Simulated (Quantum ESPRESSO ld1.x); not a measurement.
Question: The mean radii <r> (bohr) of the occupied orbitals of an atom or ion are listed with their occupations. Calculated with ld1.x of Quantum ESPRESSO 7.5: scalar-relativistic Kohn-Sham, LDA (Slater exchange, Perdew-Wang correlation), spin-polarised, spherical densities, point nucleus.

| orbital | occ. | <r> |
|---|---|---|
| 1s up | 1 | 0.01659 |
| 1s down | 1 | 0.01659 |
| 2s up | 1 | 0.06996 |
| 2s down | 1 | 0.06996 |
| 2p up | 3 | 0.06331 |
| 2p down | 3 | 0.06331 |
| 3s up | 1 | 0.1808 |
| 3s down | 1 | 0.1808 |
| 3p up | 3 | 0.1823 |
| 3p down | 3 | 0.1822 |
| 3d up | 5 | 0.1651 |
| 3d down | 5 | 0.1651 |
| 4s up | 1 | 0.3976 |
| 4s down | 1 | 0.3977 |
| 4p up | 3 | 0.4228 |
| 4p down | 3 | 0.4231 |
| 4d up | 5 | 0.4438 |
| 4d down | 5 | 0.4442 |
| 5s up | 1 | 0.8756 |
| 5s down | 1 | 0.8774 |
| 4f up | 7 | 0.4651 |
| 4f down | 5 | 0.4665 |
| 5p up | 3 | 0.9976 |
| 5p down | 3 | 0.9997 |
| 5d up | 5 | 1.324 |
| 5d down | 5 | 1.322 |
| 6s up | 1 | 2.366 |
| 6s down | 1 | 2.350 |
| 6p up | 2 | 3.341 |

Name the element and its charge. Open shells, if any, are filled with parallel spins first.

Answer: Z = 80, mercury, charge 0: Hg in [Xe] 4f12 5d10 6s2 6p2. The 1s radius gives Z: for a bare nucleus <r> = (2 gamma + 1)/(2Z) with gamma = sqrt(1 - (Z/c)^2), 0.0164 bohr for Z = 80, and screening makes it slightly larger (0.01659 here). The occupations add up to 80, and the charge is Z minus that.
